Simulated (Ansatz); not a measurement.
Consider the germylene formation by 1,1-elimination: `C[NH][GeH]([F])[Cl]` → `[F][Ge][Cl]` + CH₃NH₂.

Isolated molecules relaxed with PBE0-D4/def2-TZVP in Ansatz; ΔE leaves out vibrations. CBS: MP2 limit from def2 TZ/QZ plus the TZ coupled-cluster correction, frozen cores. DFT in def2-TZVPP. B3LYP here is the variant with VWN-RPA as its local correlation; programs differ in this. HSE06 is defined as in plane-wave codes. For Ge outer-core shells are correlated without core-valence functions, which leaves a few kJ/mol of doubt a bond. Scalar relativity is left out up to krypton. Each species was taken in one conformer, which may not be the lowest.

**Question.** Is it downhill or uphill in electronic energy at CCSD(T)/CBS, and by how much? (An estimate is asked.)

**Answer.** Computed: Uphill: ΔE = +65.2 kJ/mol.

**Question.** What do these levels give: B3LYP-D4, r2SCAN0-D4, B2PLYP, HSE06, CAM-B3LYP, MP2/CBS(def2)? (Estimate.)

**Answer.** The calculation gave: B3LYP-D4 41.6, r2SCAN0-D4 79.9, B2PLYP 52.0, HSE06 57.7, CAM-B3LYP 48.5, MP2/CBS(def2) 76.2 kJ/mol.

Largest T1 diagnostic among the species: 0.014.

From PBE to PBE0 (25 % exact exchange), in def2-TZVPP and without D4, ΔE moves by +22.6 kJ/mol. The D4 term adds +15.6 kJ/mol with B3LYP and +8.7 kJ/mol with PBE0; it sums over pairs of atoms, weighted by their polarisabilities, and B3LYP, whose exchange is more repulsive, gets the larger term. In def2-TZVPP, CCSD(T) changes the Hartree–Fock value by +15.7 kJ/mol (the triples alone add +1.2 kJ/mol) and MP2 by +26.7 kJ/mol.
